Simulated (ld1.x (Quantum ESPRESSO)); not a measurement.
## Cl, TM: configuration errors across variants

```
Element                 : chlorine
Generator               : ld1.x (Quantum ESPRESSO) 7.5
Type                    : norm-conserving Troullier–Martins (Kleinman–Bylander form)
Functional              : LDA (PZ)
Relativity              : non-relativistic
Frozen core             : [Ne]
Valence charge          : 7
Reference configuration : 3s2 3p4 (charge +1)
Partial waves           : 3s (bound): rc 1.25 bohr; 3d channel at 0.35 Ry: rc 1.50 bohr; 3p (bound): rc 1.40 bohr
Local potential         : the p channel
Core correction         : Bessel-smoothed model core inside 1.05 bohr
```

All-electron excitation energies from the reference (eV): (1) 3s2 3p5 -13.987; (2) 3s2 3p3 25.540; (3) 3s2 3p2 63.942; (4) 3s2 3p5.3 -16.164; (5) 3s1 3p6 -2.121; (6) 3s2 3p1 116.310; (7) 3s2 3p4.5 -8.345; (8) 3s2 3p4 spin -0.880; (9) 3s2 3p5 spin -14.173.

Spin tests fill each open shell by Hund’s rule, majority spin first.

4 further variants failed, have other tests or another functional or relativity, and are left out.

Errors AE − PS in meV (a dash: test not solved or not reliable):

```tsv
change	(1)	(2)	(3)	(4)	(5)	(6)	(7)	(8)	(9)	bound ghosts
base	+4.1	+9.9	+56	+5.8	+3.5	+169	+1.3	+19	+7.9	none
wave 3d channel at 0.35 Ry: rc 1.50 bohr becomes 3d channel at 0.35 Ry: rc 2.22 bohr	+4.1	+9.9	+56	+5.8	+3.5	+169	+1.3	+19	+7.9	none
wave 3d channel at 0.35 Ry: rc 1.50 bohr becomes 3d channel at -0.19 Ry: rc 1.50 bohr	+4.1	+9.9	+56	+5.8	+3.5	+169	+1.3	+19	+7.9	none
```

(1) Give the same row for: wave 3s (bound): rc 1.25 bohr becomes 3s (bound): rc 1.54 bohr.

Answers

(1) +4.6, +11, +65, +6.6, +2.5, +198, +1.5, +20, +8.7; bound ghosts: none.
